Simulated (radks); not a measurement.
The nuclear charge of the tungsten ion W2+ is varied continuously with 72 electrons held in [Xe] 4f14 5d4. Method: scalar-relativistic Kohn-Sham, BLYP, spin-polarised, spherical densities, finite nucleus; open shells are filled with parallel spins first (spin-orbit coupling, left out, can overturn this in heavy ions); Fermi nuclear charge, rms radius 5.3658 fm; computed with a radial shooting solver on a logarithmic mesh with Libxc functionals. By the Hellmann-Feynman theorem dE/dZ = E(electron-nucleus)/Z, the electronic potential at the nucleus (averaged over a nucleus of fixed radius). The scalar-relativistic energy here is not variational (the density holds large components alone), so the two differ by a part that grows with Z.

\begin{tabular}{lrrrrr}
Z & E (hartree) & E(electron-nucleus)/Z (hartree) & HOMO & e(HOMO) (eV) & <r> HOMO (bohr) \\ \hline
73.6 & -15923.8929 & -534.221 & 5d & -15.958 & 1.974 \\
73.8 & -16031.7825 & -536.423 & 5d & -18.273 & 1.919 \\
74 & -16140.1211 & -538.627 & 5d & -20.682 & 1.869 \\
74.2 & -16248.9092 & -540.832 & 5d & -23.182 & 1.824 \\
74.4 & -16358.1470 & -543.038 & 5d & -25.769 & 1.783 \\
74.6 & -16467.8352 & -545.247 & 5d & -28.439 & 1.744 \\
74.8 & -16577.9741 & -547.458 & 5d & -31.188 & 1.708 \\
75 & -16688.5642 & -549.671 & 5d & -34.016 & 1.675 \\
\end{tabular}

The central difference of E at Z = 74 is -542.817 hartree, to compare with the third column; the second derivative is -11.2 hartree.
